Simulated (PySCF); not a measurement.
Structure with atom numbers: `[O:1]=[C:2]([Cl:3])[C:4]([F:5])([F:6])[C:7]([F:8])([F:9])[C:10]([F:11])([F:12])[F:13]`.

- GFN2-xTB structure
- PBE0/pcSseg-1 with gauge-including orbitals
- program: PySCF
- no solvent model, one averaged value for each set of equivalent atoms, non-relativistic, one computed conformer

Shifts are taken against calculated references (same method and geometry level): ¹³C (186.93 ppm) vs TMS; H2O for ¹⁷O (336.08 ppm); HCl for ³⁵Cl (949.78 ppm); ¹⁹F (170.95 ppm) against CFCl3.

```tsv
atoms	nucleus	count	Hirshfeld charge	δ (ppm)
C10	¹³C	1	0.24	126.7
O1	¹⁷O	1	-0.17	629.5
C7	¹³C	1	0.14	116.6
F11/F12/F13	¹⁹F	3	-0.07	?
F5/F6	¹⁹F	2	-0.07	-134.5
C4	¹³C	1	0.16	116.5
Cl3	³⁵Cl	1	0.01	?
C2	¹³C	1	0.15	175.7
F8/F9	¹⁹F	2	-0.07	?
```

Problem. Complete the table.

Solution. 
- Cl3: 466 ppm, chlorine bonded to C
- F11/F12/F13: -91.6 ppm, fluorine of a CF3 group
- F8/F9: -142.8 ppm, fluorine of a CF2 group

Carbons that carry Cl, above all several Cl atoms, come out too deshielded, partly because spin–orbit coupling is missing. Shifts are as computed. Against solution values, carbons near 30 ppm lie about +3 ppm off and those near 130 ppm about +5 ppm; carbons on Cl a further +6 ppm. Of 1211 compounds with measured shifts, 218 miss one by over three times the rms of a fit or turn the order of signals round; such compounds aren't used in these exercises. Unscaled 19F shifts against computed CFCl3 carry errors that often reach 10 to 50 ppm. Unscaled 17O shifts of doubly bonded oxygen tend to come out too high, by tens of ppm or more. Experimental scales use liquid or dissolved standards, which lie at an offset from isolated H2O (liquid H2O: subtract about 36 ppm).
